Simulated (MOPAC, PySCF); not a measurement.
H3In, SMILES `[InH3]`, neutral singlet in the gas phase. 

Cartesian coordinates (Å):
```xyz
4

In     0.0000     0.0000     0.0000
H     -1.5083    -0.8482    -0.0058
H      0.0198     1.7301    -0.0315
H      1.4885    -0.8818     0.0373
```
Charge 0, spin multiplicity 1.

All levels are single points at this geometry (B3LYP-D3(BJ)/def2-TZVP); Pople sets use spherical d functions. Orbital energies aren't observables, and empty levels follow the basis.

```json
[
 {"level": "B3LYP-D3(BJ)/def2-TZVP in PySCF", "HOMO (eV)": "-8.00", "LUMO (eV)": "-2.20", "gap (eV)": "5.80", "dipole (D)": "0.00", "vertical IE, Delta-SCF (eV)": "10.58"},
 {"level": "B3LYP/6-31G* (LANL2DZ on In) in PySCF", "HOMO (eV)": "-8.15", "LUMO (eV)": "-2.06", "gap (eV)": "6.09", "dipole (D)": "0.00", "vertical IE, Delta-SCF (eV)": "10.89"},
 {"level": "PBE/6-31G* (LANL2DZ on In) in PySCF", "HOMO (eV)": "-7.16", "LUMO (eV)": "-2.62", "gap (eV)": "4.54", "dipole (D)": "0.00", "vertical IE, Delta-SCF (eV)": "–"},
 {"level": "PM3 in MOPAC", "HOMO (eV)": "-12.15", "LUMO (eV)": "-3.35", "gap (eV)": "8.80", "dipole (D)": "0.00", "vertical IE, Delta-SCF (eV)": "–"},
 {"level": "PM6 in MOPAC", "HOMO (eV)": "-11.37", "LUMO (eV)": "2.72", "gap (eV)": "14.09", "dipole (D)": "0.00", "vertical IE, Delta-SCF (eV)": "–"},
 {"level": "PM7 in MOPAC", "HOMO (eV)": "-10.76", "LUMO (eV)": "2.46", "gap (eV)": "13.21", "dipole (D)": "0.00", "vertical IE, Delta-SCF (eV)": "–"}
]
```
